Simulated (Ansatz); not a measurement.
# Nudged elastic band run: CH5BF2Si

Input file:

```yaml
crystal:
  periodic: [false, false, false]
  atoms:
    - { symbol: C, position_ang: [-1.275525, -0.787361, 0.415219] }
    - { symbol: B, position_ang: [0.024955, -0.01298, 0.787169] }
    - { symbol: Si, position_ang: [1.309006, 0.611048, -0.654167] }
    - { symbol: F, position_ang: [1.074369, -0.266836, -2.028258] }
    - { symbol: F, position_ang: [0.901455, 2.166912, -1.016854] }
    - { symbol: H, position_ang: [-1.992529, 0.061913, 0.245896] }
    - { symbol: H, position_ang: [-1.248226, -1.3478, -0.540048] }
    - { symbol: H, position_ang: [-1.724667, -1.394959, 1.226501] }
    - { symbol: H, position_ang: [0.227274, 0.333024, 1.940251] }
    - { symbol: H, position_ang: [2.786988, 0.585939, -0.372809] }
magnetization:
  spin_polarized: true
basis:
  gaussian: { orbitals: def2-SVP }
hamiltonian:
  xc: revpbe
  dispersion: d4
neb:
  order_check: false
  images: 7
  f_tol: 0.05
  max_iterations: 60
  final_atoms:
    - { symbol: C, position_ang: [-0.93594131, -0.34945047, 0.32556863] }
    - { symbol: B, position_ang: [0.62891679, -0.05246704, 0.88788289] }
    - { symbol: Si, position_ang: [0.97833723, 0.48512359, -0.95847651] }
    - { symbol: F, position_ang: [1.01551755, -0.54270355, -2.23018654] }
    - { symbol: F, position_ang: [0.40993871, 1.8647423, -1.62804269] }
    - { symbol: H, position_ang: [-1.51314084, 0.5196362, -0.05476768] }
    - { symbol: H, position_ang: [-1.05683121, -1.19660596, -0.38053084] }
    - { symbol: H, position_ang: [-1.43324679, -0.65419645, 1.27321702] }
    - { symbol: H, position_ang: [1.26387311, -1.0567657, 1.16400405] }
    - { symbol: H, position_ang: [0.72567677, 0.93158709, 1.60423167] }
  initial_path:
    images:
      - { positions_ang: [[-1.275525, -0.787361, 0.415219], [0.024955, -0.01298, 0.787169], [1.309006, 0.611048, -0.654167], [1.074369, -0.266836, -2.028258], [0.901455, 2.166912, -1.016854], [-1.992529, 0.061913, 0.245896], [-1.248226, -1.3478, -0.540048], [-1.724667, -1.394959, 1.226501], [0.227274, 0.333024, 1.940251], [2.786988, 0.585939, -0.372809]] }
      - { positions_ang: [[-1.24795232, -0.74446781, 0.41271106], [0.09226401, -0.04620923, 0.74340749], [1.29635123, 0.62954898, -0.70209746], [1.16181452, -0.2903257, -2.06057755], [0.80796408, 2.15181957, -1.09101322], [-1.9494199, 0.13086148, 0.2185656], [-1.24884998, -1.33862272, -0.51048861], [-1.68644143, -1.2973995, 1.25050009], [0.37827741, 0.17218971, 1.87936352], [2.47909238, 0.58150522, -0.13747091]] }
      - { positions_ang: [[-1.22037964, -0.70157462, 0.41020313], [0.15957301, -0.07943847, 0.69964599], [1.28369647, 0.64804997, -0.75002793], [1.24926003, -0.31381541, -2.0928971], [0.71447315, 2.13672715, -1.16517244], [-1.90631079, 0.19980996, 0.19123519], [-1.24947395, -1.32944545, -0.48092922], [-1.64821587, -1.19983999, 1.27449917], [0.52928083, 0.01135541, 1.81847605], [2.17119677, 0.57707144, 0.09786717]] }
      - { positions_ang: [[-1.19280696, -0.65868143, 0.40769519], [0.22688202, -0.1126677, 0.65588448], [1.2710417, 0.66655095, -0.79795839], [1.33670555, -0.33730511, -2.12521665], [0.62098223, 2.12163472, -1.23933167], [-1.86320169, 0.26875844, 0.16390479], [-1.25009793, -1.32026817, -0.45136983], [-1.6099903, -1.10228049, 1.29849826], [0.68028424, -0.14947888, 1.75758857], [1.86330115, 0.57263766, 0.33320526]] }
      - { positions_ang: [[-1.16523428, -0.61578824, 0.40518725], [0.29419102, -0.14589694, 0.61212297], [1.25838694, 0.68505194, -0.84588885], [1.42415106, -0.36079481, -2.1575362], [0.5274913, 2.1065423, -1.31349089], [-1.82009258, 0.33770692, 0.13657438], [-1.2507219, -1.31109089, -0.42181044], [-1.57176474, -1.00472098, 1.32249734], [0.83128765, -0.31031317, 1.69670109], [1.55540554, 0.56820388, 0.56854334]] }
      - { positions_ang: [[-1.10791104, -0.5492038, 0.3852826], [0.37787246, -0.12253947, 0.68106295], [1.18837451, 0.63506985, -0.87403577], [1.32199268, -0.406272, -2.17569879], [0.49810315, 2.0460923, -1.39212884], [-1.74335465, 0.38318924, 0.08873887], [-1.20224923, -1.28246966, -0.41149054], [-1.53713525, -0.91708985, 1.31017726], [0.93943402, -0.4969263, 1.56352683], [1.34797335, 0.65904968, 0.82746543]] }
      - { positions_ang: [[-1.0505878, -0.48261936, 0.36537794], [0.46155391, -0.09918199, 0.75000293], [1.11836208, 0.58508776, -0.90218268], [1.21983431, -0.45174918, -2.19386137], [0.468715, 1.9856423, -1.47076679], [-1.66661671, 0.42867156, 0.04090335], [-1.15377656, -1.25384843, -0.40117064], [-1.50250576, -0.82945871, 1.29785718], [1.04758038, -0.68353943, 1.43035257], [1.14054116, 0.74989548, 1.08638751]] }
      - { positions_ang: [[-0.99326456, -0.41603491, 0.34547329], [0.54523535, -0.07582452, 0.81894291], [1.04834966, 0.53510568, -0.9303296], [1.11767593, -0.49722637, -2.21202396], [0.43932685, 1.9251923, -1.54940474], [-1.58987877, 0.47415388, -0.00693216], [-1.10530388, -1.22522719, -0.39085074], [-1.46787628, -0.74182758, 1.2855371], [1.15572674, -0.87015257, 1.29717831], [0.93310896, 0.84074128, 1.34530959]] }
      - { positions_ang: [[-0.93594131, -0.34945047, 0.32556863], [0.62891679, -0.05246704, 0.88788289], [0.97833723, 0.48512359, -0.95847651], [1.01551755, -0.54270355, -2.23018654], [0.40993871, 1.8647423, -1.62804269], [-1.51314084, 0.5196362, -0.05476768], [-1.05683121, -1.19660596, -0.38053084], [-1.43324679, -0.65419645, 1.27321702], [1.26387311, -1.0567657, 1.16400405], [0.72567677, 0.93158709, 1.60423167]] }
```

Command:

```bash
$ ansatz run input.yaml --threads 2 --pin off --max-ram 3072MiB --backend cpu --events-out ev --progress --plain --runs-dir out
```

Output, in part (warnings, iteration lines, the closing report on the highest movable image, with atoms numbered from 0):

```
NEB end point (image 0): max|allowed force component| = 1.928e-2 eV/Å (the criterion of neb.relax_end_points is 1.000e-2)
NEB end point (image 8): max|allowed force component| = 9.867e-3 eV/Å (the criterion of neb.relax_end_points is 1.000e-2)
NEB iter   1: max|band force component| = 7.236e0 eV/Å  barrier→ = 4.2331 eV  barrier← = 3.8920 eV  Δτ_max = 0.1988 Å  (552 SCF iters)
NEB iter   2: max|band force component| = 2.801e0 eV/Å  barrier→ = 3.2480 eV  barrier← = 2.9069 eV  Δτ_max = 0.1980 Å  (293 SCF iters)
NEB iter   3: max|band force component| = 1.760e0 eV/Å  barrier→ = 2.5223 eV  barrier← = 2.1812 eV  Δτ_max = 0.1992 Å  (244 SCF iters)
NEB iter   4: max|band force component| = 2.472e0 eV/Å  barrier→ = 2.1125 eV  barrier← = 1.7714 eV  Δτ_max = 0.1988 Å  (251 SCF iters)
NEB iter   5: max|band force component| = 1.615e0 eV/Å  barrier→ = 1.6617 eV  barrier← = 1.3206 eV  Δτ_max = 0.1990 Å  (229 SCF iters)
NEB iter   6: max|band force component| = 1.116e0 eV/Å  barrier→ = 1.2517 eV  barrier← = 0.9106 eV  Δτ_max = 0.2000 Å  (230 SCF iters)
NEB iter   7: max|band force component| = 8.104e-1 eV/Å  barrier→ = 0.8293 eV  barrier← = 0.4882 eV  Δτ_max = 0.1980 Å  (228 SCF iters)
NEB iter   8: max|band force component| = 6.772e-1 eV/Å  barrier→ = 0.5125 eV  barrier← = 0.1714 eV  Δτ_max = 0.1985 Å  (221 SCF iters)
NEB iter   9: max|band force component| = 4.371e-1 eV/Å  barrier→ = 0.3834 eV  barrier← = 0.0424 eV  CI = image 7  Δτ_max = 0.1984 Å  (217 SCF iters)
NEB iter  10: max|band force component| = 3.417e-1 eV/Å  barrier→ = 0.3814 eV  barrier← = 0.0404 eV  CI = image 7  Δτ_max = 0.1841 Å  (221 SCF iters)
NEB iter  11: max|band force component| = 1.805e-1 eV/Å  barrier→ = 0.3810 eV  barrier← = 0.0399 eV  CI = image 7  Δτ_max = 0.1793 Å  (217 SCF iters)
NEB iter  12: max|band force component| = 2.107e-1 eV/Å  barrier→ = 0.3807 eV  barrier← = 0.0396 eV  CI = image 7  Δτ_max = 0.0888 Å  (220 SCF iters)
NEB iter  13: max|band force component| = 1.243e-1 eV/Å  barrier→ = 0.3806 eV  barrier← = 0.0395 eV  CI = image 7  Δτ_max = 0.0905 Å  (219 SCF iters)
NEB iter  14: max|band force component| = 2.226e-1 eV/Å  barrier→ = 0.3805 eV  barrier← = 0.0394 eV  CI = image 7  Δτ_max = 0.0452 Å  (216 SCF iters)
NEB iter  15: max|band force component| = 1.007e-1 eV/Å  barrier→ = 0.3804 eV  barrier← = 0.0394 eV  CI = image 7  Δτ_max = 0.0901 Å  (218 SCF iters)
NEB iter  16: max|band force component| = 1.213e-1 eV/Å  barrier→ = 0.3804 eV  barrier← = 0.0393 eV  CI = image 7  Δτ_max = 0.0451 Å  (215 SCF iters)
NEB iter  17: max|band force component| = 7.060e-2 eV/Å  barrier→ = 0.3804 eV  barrier← = 0.0393 eV  CI = image 7  Δτ_max = 0.0451 Å  (221 SCF iters)
NEB iter  18: max|band force component| = 1.353e-1 eV/Å  barrier→ = 0.3804 eV  barrier← = 0.0393 eV  CI = image 7  Δτ_max = 0.0226 Å  (215 SCF iters)
NEB iter  19: max|band force component| = 3.087e-2 eV/Å  barrier→ = 0.3804 eV  barrier← = 0.0393 eV  CI = image 7  Δτ_max = 0.0000 Å  (434 SCF iters)
Total energy: -15096.65247598 eV, -554.7917456138 hartree
Atom 0 at    -1.113834    -0.385526     0.505208 Å, force     0.000989     0.001531     0.000233 eV/Å
Atom 1 at     0.495710    -0.098559     0.740431 Å, force     0.000400    -0.000266    -0.001090 eV/Å
Atom 2 at     1.036374     0.512467    -1.057920 Å, force     0.000500    -0.000249     0.000572 eV/Å
Atom 3 at     1.805750    -0.288984    -2.255527 Å, force     0.000870    -0.001057    -0.001780 eV/Å
Atom 4 at     0.440397     1.821945    -1.831275 Å, force    -0.001140     0.000449     0.000840 eV/Å
Atom 5 at    -1.709920     0.504542     0.218089 Å, force    -0.000026    -0.000164    -0.000029 eV/Å
Atom 6 at    -1.350787    -1.207861    -0.200512 Å, force     0.000018    -0.000381    -0.000187 eV/Å
Atom 7 at    -1.481602    -0.707683     1.504390 Å, force    -0.000399    -0.000260     0.000126 eV/Å
Atom 8 at     1.215870    -1.075677     0.927491 Å, force    -0.000592     0.000377     0.000613 eV/Å
Atom 9 at     0.745142     0.874236     1.452526 Å, force    -0.000621     0.000020     0.000701 eV/Å
Dipole moment:     0.005384     0.062624    -0.176140 e Å
```

The run converged. The profile has 3 maxima (images 1, 5, 7) with wells between them (images 3, 6): this band takes more than one step, which may be the mechanism or a detour left from its start path. A vibrational analysis at the climbing image gives one clearly imaginary mode, 74i cm⁻¹: a first-order saddle point. The orbitals stay closed-shell, which can raise the energy where a bond breaks towards radicals; this wasn't checked here.

Final band (atoms are numbered from 1 in the order of the input):

```
image  path coordinate (Å)  energy (eV)  Si3–H10 (Å)  B2–H10 (Å)
    0                 0.00         0.00         1.50        3.06
    1                 1.70         0.01         1.50        3.08
    2                 3.40         0.00         1.51        3.03
    3                 5.11         0.00         1.51        3.02
    4                 6.83         0.04         1.51        2.89
    5                 8.53         0.24         1.91        1.31
    6                10.24         0.16         1.96        1.30
    7                11.95         0.38         2.55        1.23
    8                13.05         0.34         2.61        1.22
```

Time of the run: 5.7 min on 2 threads of Intel(R) Xeon(R) Platinum 8259CL CPU @ 2.50GHz (Skylake/Cascade Lake) (shared host), peak memory 0.25 GiB.
